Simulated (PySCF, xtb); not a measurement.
Si(Cl)2(Br)(vinyl) (C₂H₃BrCl₂Si), SMILES Cl[Si](Cl)(C=C)Br.

GFN2-xTB (xtb) at its own geometry gives an orbital gap of 4.53 eV and a dipole moment of 5.14 D.

Geometry: B3LYP-D3(BJ)/def2-SVP. One conformer was computed; it need not be the lowest.

Q: What does CAM-B3LYP/def2-TZVP in PySCF give? (Estimate from the structure and the level; the computed values follow.)

A: gap 9.75 eV (levels -9.89 and -0.14 eV), dipole 2.24 D.
